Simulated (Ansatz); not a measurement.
A nudged elastic band was laid between two geometries of C$_{3}$H$_{6}$AlNTe (12 atoms, charge 0, multiplicity 1).

Computed with Ansatz 0.2.0, RKS B3LYP/def2-SVP.

```json
{
  "movable images": "9",
  "climbing image": "yes",
  "spring": "5.0 eV/Å²",
  "optimiser": "quadratic models (default)",
  "start path": "through a guess of the saddle point",
  "force threshold": "0.03 eV/Å",
  "iteration limit": "35",
  "end points": "relaxed"
}
```

First end point:

```xyz
12
Properties=species:S:1:pos:R:3
C 0.218 -0.507 -2.782
C 0.132 -0.288 -1.588
N 0.040 -0.047 -0.262
C 1.320 -0.029 0.459
Al -1.626 0.216 0.424
Te -2.010 0.651 2.908
H 0.283 -0.699 -3.834
H 1.987 0.755 0.061
H 1.839 -0.999 0.369
H 1.147 0.173 1.525
H -2.865 0.175 -0.541
H -0.387 0.545 3.294
```

Last end point:

```xyz
12
Properties=species:S:1:pos:R:3
C 0.204 -0.625 -2.759
C 0.124 -0.361 -1.574
N 0.038 -0.069 -0.258
C 1.315 -0.086 0.470
Al -1.616 0.297 0.409
Te -1.986 0.892 2.862
H 0.264 -0.855 -3.804
H 1.148 0.164 1.527
H 2.021 0.649 0.048
H 1.786 -1.082 0.419
H -2.857 0.246 -0.554
H -0.364 0.775 3.248
```

**Question.** What changes between the two ends?

**Answer.** No bond is made or broken. The dihedral Al5–N3–C4–H9 goes from 120 to -120°. The two ends are copies of one structure, up to a mirror image or an exchange of like atoms.

**Question.** What energy profile does the band end with?

**Answer.** It converged. The highest image is number 4 of 0 to 10, 1.4 kcal/mol above the ends, which have the same energy within 2 meV. A vibrational analysis at the climbing image gives one clearly imaginary mode, 150i cm⁻¹: a first-order saddle point.

```
image  path coordinate (Å)  energy (kcal/mol)  dihedral Al5–N3–C4–H9 (°)
    0                 0.00                0.0                        120
    1                 0.47                0.1                        133
    2                 0.94                0.6                        149
    3                 1.41                1.1                        165
    4                 1.88                1.4                        180
    5                 2.22                1.2                       -169
    6                 2.57                0.9                       -158
    7                 2.92                0.5                       -147
    8                 3.27                0.2                       -135
    9                 3.61                0.0                       -124
   10                 3.96                0.0                       -120
```

**Question.** What is the geometry of the highest image?

**Answer.** 
```xyz
12
Properties=species:S:1:pos:R:3
C 0.211 -0.542 -2.782
C 0.132 -0.307 -1.591
N 0.034 -0.051 -0.270
C 1.290 -0.072 0.505
Al -1.629 0.288 0.393
Te -1.935 0.752 2.880
H 0.273 -0.742 -3.834
H 1.491 0.907 0.970
H 2.131 -0.313 -0.159
H 1.256 -0.833 1.303
H -2.874 0.296 -0.566
H -0.302 0.562 3.185
```

**Question.** What are the harmonic wavenumbers there?

**Answer.** 150i, 47, 85, 137, 164, 230, 268, 321, 441, 497, 505, 513, 530, 641, 672, 718, 999, 1120, 1148, 1255, 1438, 1468, 1478, 1985, 2105, 2218, 3018, 3091, 3138, 3482 cm⁻¹.

Time of the run: 12 min on 2 threads of Intel(R) Xeon(R) Platinum 8488C (Sapphire Rapids), with other jobs on the host, peak memory 0.42 GiB.
